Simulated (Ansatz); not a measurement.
Basis-set series for `C=C[SiH2]S[SiH3]`. Charge 0, multiplicity 1. Geometry: relaxed with PBE0-D4/def2-TZVP. It is one conformer, not always the lowest.

```xyz
13

C    -2.8856    0.8088   -0.0724
C    -1.8338    0.3587    0.6065
Si   -0.1176    0.4181   -0.0861
S     0.6159   -1.5869   -0.2793
Si    2.6929   -1.1178   -0.1280
H    -3.8935    0.7737    0.3318
H    -2.7839    1.2329   -1.0676
H    -1.9908   -0.0636    1.5972
H     0.8156    1.1576    0.8084
H    -0.1578    1.0934   -1.4092
H     3.0504   -0.7100    1.2544
H     3.4336   -2.3487   -0.4974
H     3.0546   -0.0163   -1.0583
```

```tsv
functional	basis	functions	energy (Eh)	HOMO (eV)	LUMO (eV)
PBE0-D4	def2-SVP	122	-1057.38049	-7.31	-0.72
PBE0-D4	def2-QZVPP	564	-1057.84888	-7.40	-0.93
ωB97M-V	def2-SVP	122	-1057.73361	-9.42	1.41
ωB97M-V	def2-QZVPP	564	-1058.20607	-9.56	1.02
```

(1) Give the rows for def2-TZVPP. (An estimate is asked.)

## Answers

(1) Computed: 
```csv
functional,basis,functions,energy (Eh),HOMO (eV),LUMO (eV)
PBE0-D4,def2-TZVPP,300,-1057.81266,-7.38,-0.88
ωB97M-V,def2-TZVPP,300,-1058.17211,-9.54,1.14
```

Positive LUMOs are unbound and depend on the basis.
